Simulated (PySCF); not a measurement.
Gas-phase reaction: 2 SnF3 + 2 F + 3 H2S = 2 SnH3F + 3 SF2

Method: PySCF energies plus ideal-gas RRHO corrections (1 bar). † marks an energy on the PBE0/def2-TZVP geometry and frequencies; other levels use their own. MP2 and CCSD(T) freeze the core. Open shells (unrestricted): SnF3 (multiplicity 2), F (multiplicity 2, electronic degeneracy 6); the rest are closed-shell singlets. Spin-orbit splitting is ignored; it lowers the true energy and changes the entropy of F. Sn: scalar-relativistic def2 core potential, no spin-orbit coupling. SnF3, SnH3F: computed as isolated molecules; such fragments, hydroxides, amides, oligomers or adducts are transient or little studied in the gas. MP2 isn't extrapolated to the basis-set limit; its ΔH°(298 K) is 277.8 kJ in def2-SVP and 122.8 kJ in def2-TZVPP. CCSD(T) isn't extrapolated to the basis-set limit; its ΔH°(298 K) is 268.0 kJ in def2-SVP and 133.5 kJ in def2-TZVPP. The harmonic model lacks anharmonicity and excited electronic states, which grow with temperature; levels with a mode under 35 cm⁻¹ are left out.

```
level                ΔE electronic, kJ  ΔH°(298 K), kJ  ΔS°(298 K), J/K  ΔG°(1200 K), kJ
-------------------  -----------------  --------------  ---------------  ---------------
CCSD(T)/def2-SVP†                  279             268             -268              595
CCSD(T)/def2-TZVPP†                145             133             -268              460
M06-2X/def2-TZVP†                  166             155             -268              482
MP2/def2-SVP†                      289             278             -268              605
PBE/def2-TZVP†                      58              47             -268              374
PBE0/def2-QZVP†                    121             110             -268              436
PBE0/def2-SVP†                     183             171             -268              498
PBE0/def2-TZVP                     119             108             -268              434
r2SCAN/def2-TZVP†                  144             132             -268              459
ωB97M-V/def2-TZVP†                  76              64             -268              391
ωB97X-V/def2-TZVP†                  86              75             -268              401
```
ΔH° is lowest at PBE/def2-TZVP† and highest at MP2/def2-SVP†. No reference value is set beside these.
